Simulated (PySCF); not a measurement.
CH10ClPSi3.
SMILES: `[SiH3]P([SiH3])[SiH2]CCl`

The closed-shell SCF was solved with PySCF and density fitting under several settings on one GFN2-xTB geometry (grid level 2 and gas phase unless stated).

```
                                        settings  basis functions  SCF cycles      E (Eh)  HOMO (eV)  LUMO (eV)  dipole (D)
                                   PBE0/pcSseg-1              187          12  -1713.3918      -7.16      -0.36        1.11
                                  PBE0/def2-SVPD              223          12  -1712.9286      -7.10      -0.42        1.04
        PBE0/pcSseg-0, IEF-PCM dimethylsulfoxide               94          11  -1711.3873      -7.20      -0.03        2.10
OLYP/pcSseg-1, IEF-PCM cyclohexane, grid level 4              187          13  -1714.0743      -5.89      -0.79        1.16
PBE0/pcSseg-1, IEF-PCM benzene, start guess vsap              187          11  -1713.3940      -7.12      -0.25        1.32
 wB97X-D/IGLO-II, fitting basis def2-qzvpp-jkfit              257          10  -1714.0638      -8.87       1.41        1.02
          BLYP/pcSseg-1, IEF-PCM tetrahydrofuran              187          13  -1714.0456      -5.85      -0.80        1.39
```

Question: Estimate the row for these settings: PBE/pcseg-1, energy threshold 1e-08 Eh.

Answer: 
| settings | basis functions | SCF cycles | E (Eh) | HOMO (eV) | LUMO (eV) | dipole (D) |
| --- | --- | --- | --- | --- | --- | --- |
| PBE/pcseg-1, energy threshold 1e-08 Eh | 154 | 9 | -1713.2252 | -6.04 | -1.16 | 1.05 |

Question: Over all rows, what range does the HOMO–LUMO gap span?

Answer: From 4.88 eV (PBE/pcseg-1, energy threshold 1e-08 Eh) to 10.28 eV (wB97X-D/IGLO-II, fitting basis def2-qzvpp-jkfit). The functional of the narrowest has no exact exchange, that of the widest range-separated exact exchange.

Question: And the dipole moment?

Answer: From 1.02 D (wB97X-D/IGLO-II, fitting basis def2-qzvpp-jkfit) to 2.10 D (PBE0/pcSseg-0, IEF-PCM dimethylsulfoxide); the largest is 2.06 times the smallest, and the median is 1.14 D.

Question: Compare two rows with the functional PBE0: PBE0/pcSseg-1 and PBE0/def2-SVPD. Which energy is lower, and by how much?

Answer: PBE0/pcSseg-1 (187 functions) lies 0.4632 Eh or 291 kcal/mol below PBE0/def2-SVPD (223 functions). The smaller set gives the lower energy; the two sets aren't nested, so the variational bound doesn't order them by size.

wB97X-D ran without the empirical dispersion term, which would shift the total energy alone. Cycle counts include a coarse-grid stage where the run had one. Geometry: GFN2-xTB, one conformer.

Conformer computed: `[SiH3:1][P:2]([SiH3:3])[SiH2:4][CH2:5][Cl:6]`: Si1–P2–Si4–C5 -62°, P2–Si4–C5–Cl6 77°.
